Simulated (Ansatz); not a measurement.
## Ligand exchange: C3H7Br + SiH2(CH3)F → C3H7F + SiH2(CH3)Br

Species: C3H7Br (2-bromopropane) `CC(C)Br`, singlet; SiH2(CH3)F, singlet; C3H7F (2-fluoropropane) `CC(C)F`, singlet; SiH2(CH3)Br, singlet. The partners trade Br for F: C–Br and Si–F bonds give way to C–F and Si–Br.

Shapes, held fixed at every level: PBE0-D4/def2-TZVP. Programs: Ansatz 0.2.0. The zero-point and thermal change to 298 K, harmonic and unscaled (PBE0-D4/def2-TZVP), is +0.7 kJ/mol.

```csv
level,kind,ΔH(298 K) (kJ/mol),less CCSD(T)/def2-TZVPP
HF/def2-SVP,Hartree–Fock,+29.4,-34.4
r2SCAN-D4/def2-TZVPP,meta-GGA,+53.3,-10.5
wB97X-V/def2-TZVPP,range-separated hybrid,+51.6,-12.2
MP2/def2-SVP,perturbation theory,+49.5,-14.3
CCSD/def2-SVP,coupled cluster or CI,+40.4,-23.4
CCSD/def2-TZVPP,coupled cluster or CI,+62.2,-1.6
CCSD(T)/def2-TZVPP,coupled cluster or CI,+63.8,0.0
```

The highest level, CCSD(T)/def2-TZVPP, gives ΔH(298 K) = +63.8 kJ/mol; the levels span +29.4 to +63.8. The column of differences is taken from that level and isn't an error. No measured value is set beside it here. Relativity is left out for Br unless named. Correlated rows may include outer-core shells of Br, which these sets cover unevenly.
